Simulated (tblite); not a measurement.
Species: C7H8FNO.
Structure used (GFN2-xTB), in Å, numbered top down from 1:
```
atom  x, y, z in Å
C1    -1.2807   -1.3430    0.7010
C2    -0.5005   -0.1455    0.3122
C3    -0.8675    0.9000   -0.4388
C4    -2.1181    1.1306   -1.0281
N5    -3.1435    1.3236   -1.5045
C6     0.2891    1.8532   -0.5878
O7     1.2808    1.3554    0.2951
C8     0.9466    0.0397    0.6972
C9     1.8505   -1.0103    0.0235
F10    1.5007   -1.1860   -1.2907
H11   -1.1933   -1.5232    1.7720
H12   -0.8956   -2.2206    0.1806
H13   -2.3279   -1.2172    0.4377
H14    0.6588    1.8639   -1.6236
H15    0.0393    2.8777   -0.2918
H16    1.1120   -0.0383    1.7812
H17    1.7512   -1.9833    0.5137
H18    2.8893   -0.6703    0.0396
```

Calculated harmonic vibrations of the isolated species, GFN2-xTB (tblite), most abundant isotopes, no scaling. This tight-binding method is rough: wavenumbers can miss measured ones by several per cent, in bad cases by 10 to 20. One conformer, not necessarily the lowest.

Harmonic wavenumbers (cm⁻¹): 52.2, 71.3, 114.3, 124.1, 132.4, 182.0, 245.6, 268.9, 338.4, 418.3, 487.7, 540.0, 554.8, 608.0, 680.6, 813.6, 878.5, 911.3, 973.4, 991.0, 1003.9, 1035.0, 1065.3, 1080.6, 1102.6, 1147.2, 1180.6, 1206.3, 1222.0, 1262.6, 1287.3, 1304.6, 1320.7, 1397.9, 1421.4, 1460.0, 1463.9, 1465.1, 1692.8, 2369.8, 2868.1, 2877.9, 2934.8, 2957.1, 2976.7, 2998.1, 3015.3, 3052.0.

A = 2105, B = 1014, C = 873.7 MHz; mass 141.059 u (most abundant isotopes); point group C1, symmetry number 1.

Problem. What is the zero-point energy?

Solution. Half the sum of the wavenumbers: 29778 cm⁻¹ = 356.22 kJ/mol.

Problem. Entropy at 298.15 K, 1 bar (ideal gas, RRHO, classical rotation)?

Solution. Translation 170.58, rotation 123.57, vibration 124.52: S = 418.7 J/(mol K).

Problem. And Cp and H(298.15 K) − H(0)?

Solution. Cp = 156.99 J/(mol K), of which vibrations give 123.73 (their classical limit is 48 R = 399.1); H(298.15 K) − H(0) = 29.23 kJ/mol without the zero-point energy, 19.32 from vibrations.

Problem. Which modes carry the vibrational entropy at 298.15 K?

Solution. 52.2 cm⁻¹: 19.80; 71.3 cm⁻¹: 17.23; 114.3 cm⁻¹: 13.37; 124.1 cm⁻¹: 12.70; 132.4 cm⁻¹: 12.18; 182.0 cm⁻¹: 9.66 J/(mol K); the other 42 give 39.60 together.

Problem. What must be added to the electronic energy to get the Gibbs energy at 298.15 K and 1 bar?

Solution. ZPE + [H(298.15 K) − H(0)] − T·S = 356.22 + 29.23 − 124.83 = 260.62 kJ/mol.

Problem. Blend soft modes into free rotors: weight 1/[1 + (100 cm⁻¹/ν̃)⁴] for the oscillator and the rest for a rotor with moment μB/(μ + B), μ = h/(8π²ν), B = 10⁻⁴⁴ kg m². What vibrational entropy results?

Solution. 115.14 J/(mol K) in place of 124.52, which changes −T·S at 298.15 K by +2.80 kJ/mol.

Hindered rotation and anharmonicity are outside this model. Other conformers, if any are populated, would add a mixing term that is left out. The structure is chiral; the term R ln 2 for an equal mix with its mirror image is left out.
